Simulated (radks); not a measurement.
Spherical quantum dot in the effective-mass picture: electrons in a parabolic well V = omega^2 r^2 / 2 with omega = 2.61, all in effective atomic units (hartree* = m*/eps^2 hartree, bohr* = eps/m* bohr), one dielectric constant everywhere. Calculated with a radial shooting solver with Libxc functionals: non-relativistic Kohn-Sham, exchange-only LDA, spin-polarised, spherical densities. Levels are named by radial order and angular momentum (1s, 1p, 1d, 2s, ...), and open shells are averaged over m.

N = 4, configuration 1s2 1p(up 2, down 0). This is the lowest configuration that the search found. Occupied and some empty levels:

level    occupation  eigenvalue (hartree*)  <r> (bohr*)
1s up             1                 7.4320       0.7655
1s down           1                 7.6575       0.7602
1p up             2                 9.6202       0.9923
1p down           0                 9.8718       0.9938
1d up             0                 11.929        1.170
2s up             0                 12.129        1.080
1d down           0                 12.172        1.176
2s down           0                 12.309        1.086
1f up             0                 14.317        1.322
1f down           0                 14.535        1.330

Energy (hartree*): total 26.9378, kinetic 9.0929, external 12.010, Hartree 8.1709, exchange-correlation -2.3362.

Electron density:

r (bohr*)  n(r) (e/bohr*^3)
0.0847                1.100
0.179                 1.087
0.274                 1.061
0.368                 1.017
0.462                0.9536
0.557                0.8684
0.651                0.7643
0.745                0.6473
0.840                0.5255
0.934                0.4077
1.03                 0.3022
1.12                 0.2125
1.22                 0.1426
1.31                0.09055
1.41                0.05488
1.50                0.03161
1.59                0.01718
1.69               0.008936
1.78               0.004416
1.88               0.002057
